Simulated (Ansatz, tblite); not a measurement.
Isomers of Ag2H (doublet), found by a short tight-binding search and relaxed with r2SCAN-D4/def2-TZVP in Ansatz.

In the def2 sets Ag takes a core potential; there is no spin–orbit coupling. The xTB rows come from tblite. B3LYP takes the VWN-RPA correlation. Correlated methods freeze no core orbitals; core or outer-core shells of Ag are correlated, in sets that lack core-valence functions. In CCSD on the charge 0 doublet the largest single amplitude is 0.36, so its Hartree–Fock determinant may place the open shell otherwise than the density functionals do.

Other spin states were run for one of them alone.

A:

```xyz
3

Ag   -0.504    0.471   -0.066
Ag    0.468   -1.312    1.612
H     0.036    0.841   -1.546
```

B:

```xyz
3

Ag   -0.699    1.169   -0.654
Ag    0.936   -1.176    0.155
H    -0.238    0.007    0.499
```

Task: Estimate which lies lowest at each level, and how far above it the others are (kJ/mol).

Result: 
```
              level     A      B
           GFN1-xTB   0.0   30.0
           GFN2-xTB   0.0  147.3
       HF/def2-TZVP   0.0    2.3
      HF/def2-TZVPP   0.0    2.7
   PBE-D4/def2-TZVP  16.5    0.0
r2SCAN-D4/def2-TZVP  12.5    0.0
 B3LYP-D4/def2-TZVP  13.2    0.0
  PBE0-D4/def2-TZVP  15.8    0.0
     MP2/def2-TZVPP   2.1    0.0
    CCSD/def2-TZVPP   8.7    0.0
 CCSD(T)/def2-TZVPP  11.8    0.0
```
Point groups (tolerance 0.1 Å): A not assigned, B not assigned. Lower isomers may exist.
